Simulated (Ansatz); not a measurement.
Reaction (ligand exchange at a B–Cl bond): `[SiH3][SiH2]BCl` + NH₃ → `NB[SiH2][SiH3]` + HCl

Program: Ansatz. Geometries: PBE0-D4/def2-TZVP. ΔE: electronic, gas phase. CCSD(T)/CBS is the MP2 limit (def2-TZVPP, def2-QZVPP) plus CCSD(T) − MP2 in def2-TZVPP, frozen cores. This one scheme is used for every species. Functionals use def2-TZVPP. Each species was taken in one conformer, which may not be the lowest.

```json
{"species": "`[SiH3][SiH2]BCl`", "PBE energy (Eh)": "-1067.14724"}
{"species": "NH₃", "PBE energy (Eh)": "-56.51059"}
{"species": "`NB[SiH2][SiH3]`", "PBE energy (Eh)": "-663.04978"}
{"species": "HCl", "PBE energy (Eh)": "-460.62738"}
```

Q: Work out ΔE.

A: ΔE = (-663.04978) + (-460.62738) − (-1067.14724) − (-56.51059) = -0.01933 Eh = -0.53 eV. CCSD(T)/CBS gives -0.50 eV.

Largest T1 diagnostic among the species: 0.014.
